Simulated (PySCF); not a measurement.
These are PBE-D3(BJ)/def2-TZVP // PBE-D3(BJ)/def2-SVP (PySCF 2.14.0) values and carry that method's errors. All species are isolated molecules in the gas phase. Delta-SCF ions had no search for a lower state. Excitations are Tamm–Dancoff values on a coarser integration grid. The basis has no diffuse functions, so Rydberg states are missing or too high.

Reference species (SMILES): `FC(F)(F)c1ccc(C#C)cc1` (neutral, multiplicity 1).

```json
{
  "LUMO": "-2.59 eV",
  "S1 oscillator strength": "0.000",
  "T1 excitation (TDA)": "3.24 eV",
  "vertical ionisation energy (Delta-SCF)": "8.86 eV"
}
```

Changed species: `C#Cc1cccc(C(F)(F)F)c1`.

### Question
What does the change do to the LUMO, S1 oscillator strength, T1 excitation (TDA) and vertical ionisation energy (Delta-SCF)?

### Answer
the LUMO rises by 0.14 eV, to -2.45 eV; the S1 oscillator strength is nearly the same; the T1 excitation (TDA) increases by 0.08 eV, to 3.32 eV; the vertical ionisation energy (Delta-SCF) hardly moves.
